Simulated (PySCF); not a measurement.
Spectroscopy problems

- GFN2-xTB geometry
- PBE0/pcSseg-1 with gauge-including orbitals
- run in PySCF
- no relativistic terms, single conformer, gas phase, rapidly exchanging positions averaged

δ = σ(ref) − σ, references computed at the same level: $^{1}$H (31.72 ppm), $^{13}$C (186.93 ppm) against TMS. Splittings of carbon signals by F and P are missing where no couplings were computed. Where no couplings were computed, multiplicities follow the n + 1 count of equivalent neighbours, and m marks all less simple cases (inequivalent or close neighbours, rings, F or P nearby). Shifts are as computed. Against solution values, carbons near 30 ppm lie about +3 ppm off and those near 130 ppm about +5 ppm; carbons on Cl a further +6 ppm. Of 1309 compounds with measured shifts, 239 miss one by over three times the rms of a fit or turn the order of signals round; such compounds aren't used in these exercises. Carbons bonded to Cl come out too deshielded.

Question: C4H13N3Si2. $^{1}$H NMR (300 MHz, computed): δ 8.72 (d, 1H), 7.86 (d, 1H), 5.31 (s, 2H), 4.67 (s, 3H), 4.01 (s, 3H), 3.11 (s, 3H). $^{13}$C{$^{1}$H} NMR (computed): δ 177.3 (CH), 170.9 (CH), 52.4 (CH3), 33.1 (CH3). What is it?

Answer: `C/N=C/C=N/[SiH2]N(C)[SiH3]`. The formula gives 2 degrees of unsaturation (no ring in the answer). 4 carbon signals for 4 carbons: no two carbons are equivalent. Carbon types of the structure: 2 × CH, 2 × CH3, leaving 5 H on heteroatoms. δC 177.3, 170.9: C=N carbon. δC 52.4, 33.1: methyl carbon bonded to N; the inductive effect lowers its shielding. δH 8.72, 7.86: hydrogen on a C=N carbon. δH 4.01, 3.11: hydrogen on a methyl carbon bonded to N; its carbon carries N, hence the downfield position.

The shifts were computed for this structure.

Question: C4H8ClFSi2. $^{1}$H NMR (300 MHz, computed): δ 5.86 (m, 2H), 4.23 (m, 2H), 2.92 (m, 2H), 2.43 (m, 2H). $^{13}$C{$^{1}$H} NMR (computed): δ 158.6 (C), 148.8 (C), 42.1 (CH2), 30.5 (CH2). What is it?

Answer: SMILES F[SiH2][SiH2]C1=C(Cl)CC1. Rings plus π bonds: 2 (1 ring in the answer). 4 carbon signals for 4 carbons: no two carbons are equivalent. Carbon types of the structure: 2 × C, 2 × CH2, leaving 4 H on heteroatoms. δC 158.6, 148.8: fully substituted alkene carbon; as expected for a trigonal carbon in a double bond. δC 42.1, 30.5: allylic sp3 CH2; a saturated carbon with 2 carbon neighbours and no heteroatom attached. δH 4.23: hydrogen on a silicon bonded to C, Si. δH 2.92, 2.43: hydrogen on an allylic sp3 CH2; allylic position.

The data come from this structure; uniqueness wasn't tested.
